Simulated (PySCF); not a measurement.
## Correlation energy of Tc⁺ (technetium, charge +1)

[Kr] 4d5 5p1, high-spin 7P determinant (an excited configuration). Calculation: PySCF 2.14, in aug-cc-pwCVDZ-PP with ECP28MDF (6s6p5d3f, 70 functions); scalar relativity through the core potential. Frozen: 4s2 4p6; 6 electrons correlated.

```tsv
level	correlation energy (mhartree)
CCSD	-79.52
(T)	-0.89
CCSD(T)	-80.41
```

Diagnostics: T1 = 0.0085, D1 = 0.0286, largest double amplitude 0.027.

Cost of the coupled-cluster step: roughly 7 core-seconds, for 6 correlated electrons.
